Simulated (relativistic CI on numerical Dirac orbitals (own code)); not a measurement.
**Tb⁴⁵⁺: sensitivity of the levels to the model**

Base calculation: Dirac-Coulomb-Breit CI, orbitals from a KLI potential per configuration, QED by a radiative potential, unscaled Slater integrals.

CI space (outside the closed core [Ne]): 3s2 3p6 3d2, 3s2 3p5 3d3, 3s 3p6 3d3, 3s2 3p6 3d 4s, 3s2 3p6 3d 4p, 3s2 3p6 3d 4d, 3s2 3p5 3d2 4s, 3s2 3p6 3d 4f, 3s2 3p5 3d2 4p, 3s2 3p5 3d2 4d, 3p6 3d4, 3p5 3d5, 3p5 3d4 4s, 3p6 3d3 4s, 3p5 3d3 4s2. Double excitations out of closed p, d and f shells are left out; levels of such configurations are missing from the list, as are those of other unlisted configurations, and high levels can miss mixing partners. These lack a partner that the ground configuration has and come out too high: 3s2 3p5 3d2 4p, 3s2 3p5 3d2 4d.

The lowest level and the first level of each name with at least 55 % of one term (blank where a level has no safe partner in the second run):

```tsv
Level	Base (cm⁻¹)	Shift (cm⁻¹)
3s2 3p6 3d2 3F_2	0	0
3s2 3p6 3d2 3P_0	157378	-59846
3s2 3p6 3d2 3F_3	305283	-305282
3s2 3p6 3d2 1G_4	398533	
3s2 3p6 3d2 3P_1	410284	-312752
3s2 3p6 3d2 3F_4	672117	
3s2 3p6 3d2 1S_0	903909	-566426
3s2 3p5 3d3 5D°_0	1894776	-270841
3s2 3p5 3d3 3P°_1	2530536	
3s2 3p5 3d3 3I°_7	2532651	-688940
```

At this charge energies of transitions that change n are usually good to better than 1 %, and those within a shell (Δn = 0) to a few per cent.

Problem. One thing was changed in a second run, which moved the levels as shown. Which?
A. QED terms removed
B. non-relativistic limit
C. configuration mixing switched off
D. Breit term removed

Solution. B. Non-relativistic limit. Without relativity the fine structure collapses and s electrons lose their extra binding.

LS names give the leading component of a level, which can be under half, so a name can repeat, a term be missing and a line seem to break the LS rules.
